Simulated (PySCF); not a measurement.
**Bromine: a sound run and one with changed settings**

Sound run: Br⁺ [Ar] 3d10 4s2 4p4, Br²⁺ [Ar] 3d10 4s2 4p3. Computed with PySCF 2.14 in cc-pVDZ-DK, with the spin-free X2C one-electron Hamiltonian (Gaussian nucleus). In the sound run the correlated levels freeze [Ar] 3d10. The sound run starts from symmetry-adapted Hartree-Fock orbitals and uses a fine grid where one is needed.

Changed run: basis STO-3G, all-electron and non-relativistic. This setting is unsound on purpose.

| species | method | sound run (hartree) | changed run (hartree) | converged |
| --- | --- | --- | --- | --- |
| Br⁺ | UHF | -2603.90303 | -2544.32459 | yes |
| Br⁺ | PBE | -2605.31710 | -2545.14680 | yes |
| Br⁺ | B3LYP | -2605.70249 | -2545.57740 | yes |
| Br⁺ | MP2 | -2603.97470 | -2544.32459 | yes |
| Br²⁺ | UHF | -2603.15952 | -2543.59590 | yes |
| Br²⁺ | PBE | -2604.53151 | -2544.36677 | yes |
| Br²⁺ | B3LYP | -2604.90929 | -2544.79364 | yes |
| Br²⁺ | MP2 | -2603.21561 | -2543.59590 | yes |

Ionisation energy of Br⁺:

```
 method  sound run (eV)  changed run (eV)
    UHF          20.232            19.828
    PBE          21.377            21.226
  B3LYP          21.584            21.327
    MP2          20.656            19.828
SCS-MP2          20.666            19.828
```

A minimal basis cannot let orbitals breathe on ionisation and holds almost no correlation. The Hamiltonian changed with the basis, so the totals do not compare.

For comparison, NIST gives 21.591 eV between the lowest levels.
